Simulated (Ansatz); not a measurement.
Which method gave which barrier?

Saddle point of Si3H8O, singlet (Si₂H₄ ([SiH][SiH3]) + SiH₄O ([OH][SiH3]) → Si₃H₈O ([SiH3][O][SiH2][SiH3]); bonds formed: Si1–H3; dative contacts that become bonds: Si1–O4; bonds broken: H3–O4), PBE0-D4/def2-TZVP structure:

Si1  (-1.431, -0.818, -0.004)
Si2  (0.656, -1.846, 0.357)
H3  (-1.711, 0.454, -1.017)
O4  (-1.113, 1.055, -0.135)
Si5  (0.298, 1.916, -0.388)
H6  (-2.117, -0.900, 1.326)
H7  (1.611, -1.474, -0.724)
H8  (1.294, -1.536, 1.668)
H9  (0.425, -3.316, 0.287)
H10  (1.240, 1.560, 0.702)
H11  (0.876, 1.542, -1.703)
H12  (-0.028, 3.361, -0.369)
(Å)

Computed with Ansatz 0.2.0 (basis: def2-TZVPP, with def2-QZVPP for the basis limit); correlated methods freeze the cores. Extrapolation: Hartree–Fock as exp(−7.88 √X), correlation as X^−2.97. Four methods, as single points on the PBE0-D4 structures, gave these electronic barriers from the start structure: 70.0, 80.5, 104.0, 133.6 kJ/mol.

(1) The methods were, in alphabetical order, BHLYP-D4, BLYP-D4, HF, PBE0-D4. Which gave which? (A judgement: the text doesn't fix the answer.)

The T1 diagnostic stays at or below 0.015. The restricted Hartree–Fock reference is unstable towards an unrestricted one at one or more of these structures.

Answers

(1) Computed: BLYP-D4 70.0; PBE0-D4 80.5; BHLYP-D4 104.0; HF 133.6 kJ/mol. For comparison, CCSD(T) at an estimated basis limit (MP2 extrapolated from triple and quadruple zeta, plus CCSD(T) − MP2 in triple zeta) gives 87.6 kJ/mol.

Losses and insertions of silylenes and their heavier kin drive the gas-phase chemistry of silicon and germanium vapour deposition.

Labels in which every atom is bracketed show which atoms are joined, not bond orders.

For scale, one of the runs: CCSD(T)/def2-TZVPP, 269 basis functions, launched by `ansatz run in.yaml --threads 4 --pin off --events-out ev --progress --plain --max-ram 9574MiB`. The run took 2.2 min on 4 CPU threads of an Arm Neoverse V2 (shared host), with 6.2 GiB of host memory at its peak.
